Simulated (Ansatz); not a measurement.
Consider the hydrogenolysis of a C–Si bond: `FC([SiH3])S` + H₂ → `FCS` + SiH₄.

Gas-phase electronic energies from Ansatz, PBE0-D4/def2-TZVP geometries. CBS: MP2 limit from def2 TZ/QZ plus the TZ coupled-cluster correction, frozen cores. This one scheme is used for every species. DFT in def2-TZVPP. B3LYP here is the variant with VWN-RPA as its local correlation; programs differ in this. Each species was taken in one conformer, which may not be the lowest.

(1) Is it downhill or uphill in electronic energy at CCSD(T)/CBS, and by how much? (Estimate.)

(2) What do these levels give: PBE-D4, BLYP-D4, B97M-V, r2SCAN0-D4, ωB97X-V, PBE, BLYP, B3LYP, HF/def2-SVP, HF/def2-TZVPP, MP2/def2-TZVPP, MP2/CBS(def2)? (Estimate.)

Largest T1 diagnostic among the species: 0.012.

Answers

(1) The calculation gave: Downhill: ΔE = -35.7 kJ/mol.

(2) Ansatz gave: PBE-D4 -30.9, BLYP-D4 -31.9, B97M-V -42.1, r2SCAN0-D4 -38.6, ωB97X-V -39.6, PBE -37.9, BLYP -46.4, B3LYP -49.3, HF/def2-SVP -75.4, HF/def2-TZVPP -69.3, MP2/def2-TZVPP -34.9, MP2/CBS(def2) -30.0 kJ/mol.

At CCSD(T), def2-SVP lies −15.1 kJ/mol from the extrapolated value and def2-TZVPP −4.9 kJ/mol. From r2SCAN to r2SCAN0 (25 % exact exchange), in def2-TZVPP and without D4, ΔE moves by −5.4 kJ/mol. The D4 term adds +11.5 kJ/mol with B3LYP and +6.1 kJ/mol with PBE0; it sums over pairs of atoms, weighted by their polarisabilities, and B3LYP, whose exchange is more repulsive, gets the larger term.
